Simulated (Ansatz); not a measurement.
Calculated with Ansatz (gas phase, PBE0-D4/def2-TZVP geometries, no zero-point term in ΔE). CBS: MP2 limit from def2 TZ/QZ plus the TZ coupled-cluster correction, frozen cores. This one scheme is used for every species. DFT in def2-TZVPP. Each species was taken in one conformer, which may not be the lowest.

Consider the ligand exchange at the Al–N bond: `[F][AlH][NH][SiH3]` + `C=C(O)[SiH3]` → `C=C([SiH3])[O][AlH][F]` + `N[SiH3]`.

Question: Is it downhill or uphill in electronic energy at CCSD(T)/CBS, and by how much? (Estimate.)

Answer: Computed: Downhill: ΔE = -0.29 eV.

Question: What do these levels give: PBE-D4, PBE0-D4, ωB97X-V, B2PLYP, r2SCAN, PBE0, MP2/def2-TZVPP, CCSD/def2-TZVPP, CCSD(T)/def2-TZVPP, SCS-MP2/def2-QZVPP, HF/CBS(def2), CCSD/CBS(def2)? (Estimate.)

Answer: The calculation gave: PBE-D4 -0.26, PBE0-D4 -0.28, ωB97X-V -0.30, B2PLYP -0.32, r2SCAN -0.28, PBE0 -0.26, MP2/def2-TZVPP -0.30, CCSD/def2-TZVPP -0.30, CCSD(T)/def2-TZVPP -0.29, SCS-MP2/def2-QZVPP -0.31, HF/CBS(def2) -0.38, CCSD/CBS(def2) -0.30 eV.

Largest T1 diagnostic among the species: 0.013.

In def2-TZVPP, CCSD(T) changes the Hartree–Fock value by +0.09 eV (the triples alone add +0.01 eV) and MP2 by +0.07 eV.
